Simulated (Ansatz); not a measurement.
Isolated molecules relaxed with PBE0-D4/def2-TZVP in Ansatz; ΔE leaves out vibrations. CCSD(T)/CBS adds triple-zeta CCSD(T) − MP2 to the extrapolated MP2 energy (def2 sets, frozen cores). DFT in def2-TZVPP. HSE06 is defined as in plane-wave codes. For Zn outer-core shells are correlated without core-valence functions, which leaves a few kJ/mol of doubt a bond. Scalar relativity is left out up to krypton. Each species was taken in one conformer, which may not be the lowest.

Consider the redistribution: `FC(F)(F)C1=CC(C(F)(F)F)=[O+][Zn-]([Cl])[O]1` + `OB(O)F` → `[F][Zn][Cl]` + `O[B-]1(O)OC(C(F)(F)F)=CC(C(F)(F)F)=[O+]1`.

`FC(F)(F)C1=CC(C(F)(F)F)=[O+][Zn-]([Cl])[O]1`:

Cartesian coordinates in Å:
```
F -0.669 -1.560 -3.000
C -0.854 -0.355 -2.469
F -0.017 0.494 -3.061
F -2.098 0.036 -2.731
C -0.641 -0.421 -0.946
C 0.345 0.375 -0.371
C 0.594 0.369 0.997
C 1.702 1.280 1.554
F 1.183 2.132 2.433
F 2.307 1.984 0.599
F 2.621 0.543 2.171
O 0.018 -0.305 1.887
Zn -1.428 -1.556 1.540
Cl -2.578 -2.807 2.780
O -1.420 -1.224 -0.375
H 0.934 1.016 -1.006
```

`OB(O)F`:

Cartesian coordinates in Å:
```
O -0.167 1.095 -0.112
B 0.140 -0.230 -0.163
O -0.234 -1.081 0.818
F 0.826 -0.727 -1.192
H 0.157 1.586 -0.870
H -0.722 -0.642 1.519
```

`[F][Zn][Cl]`:

```xyz
3

F    -1.600    0.865    0.341
Zn   -0.096    0.052    0.021
Cl    1.696   -0.917   -0.362
```

`O[B-]1(O)OC(C(F)(F)F)=CC(C(F)(F)F)=[O+]1`:

Cartesian coordinates in Å:
```
O 0.243 2.680 1.279
B -0.355 1.471 0.964
O -1.609 1.224 1.507
O -0.476 1.298 -0.594
C -0.423 0.167 -1.148
C -0.850 0.172 -2.616
F -0.048 0.968 -3.318
F -0.790 -1.051 -3.141
F -2.095 0.616 -2.731
C 0.031 -0.989 -0.537
C 0.579 -0.817 0.723
C 1.318 -1.955 1.428
F 2.596 -1.626 1.600
F 0.777 -2.188 2.616
F 1.269 -3.079 0.715
O 0.574 0.268 1.365
H 1.106 2.819 0.889
H -1.907 1.956 2.049
H 0.060 -1.935 -1.050
```

```json
{"level": "LDA (SPW92)", "ΔE (kJ/mol)": "99.8", "difference from CCSD(T)/CBS": "-25.1"}
{"level": "revPBE-D4", "ΔE (kJ/mol)": "105.1", "difference from CCSD(T)/CBS": "-19.8"}
{"level": "BLYP-D4", "ΔE (kJ/mol)": "114.6", "difference from CCSD(T)/CBS": "-10.3"}
{"level": "r2SCAN-D4", "ΔE (kJ/mol)": "119.6", "difference from CCSD(T)/CBS": "-5.3"}
{"level": "PBE0-D4", "ΔE (kJ/mol)": "119.6", "difference from CCSD(T)/CBS": "-5.3"}
{"level": "r2SCANh-D4", "ΔE (kJ/mol)": "123.5", "difference from CCSD(T)/CBS": "-1.4"}
{"level": "r2SCAN0-D4", "ΔE (kJ/mol)": "128.5", "difference from CCSD(T)/CBS": "3.6"}
{"level": "HSE06-D4", "ΔE (kJ/mol)": "119.6", "difference from CCSD(T)/CBS": "-5.3"}
{"level": "ωB97M-V", "ΔE (kJ/mol)": "119.8", "difference from CCSD(T)/CBS": "-5.1"}
{"level": "B2PLYP", "ΔE (kJ/mol)": "127.0", "difference from CCSD(T)/CBS": "2.1"}
{"level": "revPBE", "ΔE (kJ/mol)": "112.3", "difference from CCSD(T)/CBS": "-12.6"}
{"level": "r2SCAN", "ΔE (kJ/mol)": "120.5", "difference from CCSD(T)/CBS": "-4.4"}
{"level": "PBE0", "ΔE (kJ/mol)": "121.3", "difference from CCSD(T)/CBS": "-3.6"}
{"level": "BHLYP", "ΔE (kJ/mol)": "140.1", "difference from CCSD(T)/CBS": "15.2"}
{"level": "CAM-B3LYP", "ΔE (kJ/mol)": "126.7", "difference from CCSD(T)/CBS": "1.8"}
{"level": "HF/CBS(def2)", "ΔE (kJ/mol)": "162.6", "difference from CCSD(T)/CBS": "37.7"}
{"level": "CCSD(T)/CBS", "ΔE (kJ/mol)": "124.9", "difference from CCSD(T)/CBS": "0"}
```

Largest T1 diagnostic among the species: 0.016.

At CCSD(T), def2-SVP lies +35.6 kJ/mol from the extrapolated value and def2-TZVPP +1.3 kJ/mol. From r2SCAN to r2SCAN0 (25 % exact exchange), in def2-TZVPP and without D4, ΔE moves by +8.9 kJ/mol.
